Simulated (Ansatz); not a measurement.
Total energies of C₂H₄BBr (`BrB1CC1`).

Z-matrix (Å, degrees):
```
C
B 1 1.513
C 1 1.559 2 59.0
H 1 1.086 2 120.3 3 105.4
H 1 1.086 2 120.3 3 -105.4
Br 2 1.873 1 149.0 3 180.0
H 3 1.086 1 117.1 2 -110.7
H 3 1.086 1 117.1 2 110.7
```

Charge 0, multiplicity 1. Correlated methods include outer-core shells of Br, which these sets cover unevenly. Scalar relativity is left out up to krypton. The geometry is a stationary point of PBE0-D4/def2-TZVP. Basis def2-TZVPP, Ansatz 0.2.0.

RPA on PBE orbitals: Hartree–Fock energy of these orbitals -2675.14465 Eh, correlation -1.12705 Eh (frozen core).

```json
{"functional": "PBE0", "energy without D4 (Eh)": "-2677.21789", "D4 term (kJ/mol)": "-11.9"}
{"functional": "LC-ωPBE", "energy without D4 (Eh)": "-2677.21853", "D4 term (kJ/mol)": "–"}
```

Problem. Give the same for LDA (SPW92), PBE, revPBE, BLYP, r2SCAN, B97M-V, B3LYP, r2SCANh, r2SCAN0, HSE06 (plane-wave form), BHLYP, CAM-B3LYP, ωB97X-V, ωB97M-V, B2PLYP, PBE-QIDH. (Best estimate.)

Solution. Computed: 
```json
{"functional": "LDA (SPW92)", "energy without D4 (Eh)": "-2673.06561", "D4 term (kJ/mol)": "–"}
{"functional": "PBE", "energy without D4 (Eh)": "-2677.10961", "D4 term (kJ/mol)": "-14.2"}
{"functional": "revPBE", "energy without D4 (Eh)": "-2677.39692", "D4 term (kJ/mol)": "-44.4"}
{"functional": "BLYP", "energy without D4 (Eh)": "-2677.61468", "D4 term (kJ/mol)": "-31.5"}
{"functional": "r2SCAN", "energy without D4 (Eh)": "-2677.56641", "D4 term (kJ/mol)": "-3.4"}
{"functional": "B97M-V", "energy without D4 (Eh)": "-2677.20299", "D4 term (kJ/mol)": "–"}
{"functional": "B3LYP", "energy without D4 (Eh)": "-2677.68220", "D4 term (kJ/mol)": "-23.0"}
{"functional": "r2SCANh", "energy without D4 (Eh)": "-2677.56271", "D4 term (kJ/mol)": "-3.6"}
{"functional": "r2SCAN0", "energy without D4 (Eh)": "-2677.55805", "D4 term (kJ/mol)": "-4.0"}
{"functional": "HSE06 (plane-wave form)", "energy without D4 (Eh)": "-2677.21557", "D4 term (kJ/mol)": "-11.1"}
{"functional": "BHLYP", "energy without D4 (Eh)": "-2677.57475", "D4 term (kJ/mol)": "-17.6"}
{"functional": "CAM-B3LYP", "energy without D4 (Eh)": "-2677.70646", "D4 term (kJ/mol)": "-12.1"}
{"functional": "ωB97X-V", "energy without D4 (Eh)": "-2677.38374", "D4 term (kJ/mol)": "–"}
{"functional": "ωB97M-V", "energy without D4 (Eh)": "-2677.44976", "D4 term (kJ/mol)": "–"}
{"functional": "B2PLYP", "energy without D4 (Eh)": "-2677.16155", "D4 term (kJ/mol)": "–"}
{"functional": "PBE-QIDH", "energy without D4 (Eh)": "-2676.89093", "D4 term (kJ/mol)": "–"}
```

B3LYP takes the VWN-RPA correlation (the form of Gaussian; ORCA's B3LYP/G). HSE06 is the plane-wave form, built on full-range PBE exchange. The double hybrids freeze the cores in their second-order part.

LC-ωPBE has ω = 0.4 bohr⁻¹.
